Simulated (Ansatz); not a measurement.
Input file for Ansatz (a first-principles code): R-wB97X-V/def2-TZVPPD on C2H7F (a complex), monomers drawn apart or pushed together. Files ending in .json are basis or fitting sets from the Basis Set Exchange.

Ansatz 0.2 input:
```yaml
crystal:
  periodic: [false, false, false]
  atoms:
    - {symbol: C, position_ang: [0.02743030, -0.00824191, 0.12951029]}
    - {symbol: H, position_ang: [-0.21483922, -1.06688245, 0.21922513]}
    - {symbol: H, position_ang: [-0.37781956, 0.53287977, 0.98270348]}
    - {symbol: H, position_ang: [1.10976027, 0.11449448, 0.09975830]}
    - {symbol: H, position_ang: [-0.40412800, 0.38253489, -0.79103829]}
    - {symbol: C, position_ang: [0.20937806, -0.57749994, 4.15285341]}
    - {symbol: F, position_ang: [-0.47747699, 0.62007611, 3.98575498]}
    - {symbol: H, position_ang: [-0.46857805, -1.40378527, 3.93627430]}
    - {symbol: H, position_ang: [1.05440522, -0.59630747, 3.46428883]}
    - {symbol: H, position_ang: [0.56015782, -0.63760034, 5.18379063]}
basis:
  gaussian:
    orbitals: def2-TZVPPD.json
hamiltonian:
  xc: {name: wB97X-V}
scf: {lower_state_search: off}
```

Problem. What total energy does the run end on?

Solution. -180.2742 hartree.

Problem. How many basis functions does it have, and what does it roughly cost on one machine?

Solution. 233 functions; very roughly 7 core-seconds.
